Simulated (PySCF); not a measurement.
## Electron correlation in Si⁺ (silicon, charge +1)

[Ne] 3s2 3p1, 2P determinant. Calculation: PySCF 2.14, in aug-cc-pwCVTZ; the non-relativistic Hamiltonian (point nucleus). Frozen: 1s2; 11 electrons correlated.

```tsv
level	correlation energy (mhartree)
CCSD	-315.55
(T)	-4.02
CCSD(T)	-319.57
```

Diagnostics: T1 = 0.0092, D1 = 0.0362, largest double amplitude 0.097.

Cost of the coupled-cluster step: about 30 core-seconds, for 11 correlated electrons.

Iterations:

```
CC2 = 0
CCSD nocc = (np.int64(6), np.int64(5)), nmo = (74, 74)
frozen orbitals [[0], [0]]
max_cycle = 100
direct = 0
conv_tol = 1e-08
conv_tol_normt = 1e-06
diis_space = 8
diis_start_cycle = 0
Init t2, MP2 energy = -0.298686394012699
Init E_corr(UCCSD) = -0.298686394013203
cycle = 1  E_corr(UCCSD) = -0.309142377811037  dE = -0.0104559838  norm(t1,t2) = 0.0516915
cycle = 2  E_corr(UCCSD) = -0.313173771896318  dE = -0.00403139409  norm(t1,t2) = 0.021918
cycle = 3  E_corr(UCCSD) = -0.315564769609844  dE = -0.00239099771  norm(t1,t2) = 0.0104605
cycle = 4  E_corr(UCCSD) = -0.31555529639936  dE = 9.47321048e-06  norm(t1,t2) = 0.00135693
cycle = 5  E_corr(UCCSD) = -0.315547133267752  dE = 8.16313161e-06  norm(t1,t2) = 0.000237648
cycle = 6  E_corr(UCCSD) = -0.315554889080121  dE = -7.75581237e-06  norm(t1,t2) = 6.39305e-05
cycle = 7  E_corr(UCCSD) = -0.315553762109952  dE = 1.12697017e-06  norm(t1,t2) = 1.37694e-05
cycle = 8  E_corr(UCCSD) = -0.315553918832359  dE = -1.56722407e-07  norm(t1,t2) = 4.16638e-06
cycle = 9  E_corr(UCCSD) = -0.315553949097652  dE = -3.02652926e-08  norm(t1,t2) = 9.99348e-07
cycle = 10  E_corr(UCCSD) = -0.315553932770589  dE = 1.6327063e-08  norm(t1,t2) = 1.7123e-07
cycle = 11  E_corr(UCCSD) = -0.31555393217529  dE = 5.95298588e-10  norm(t1,t2) = 4.50801e-08
UCCSD converged
E(UCCSD) = -288.8916142865734  E_corr = -0.31555393217529
UCCSD(T) correction = -0.00402008047548287
```
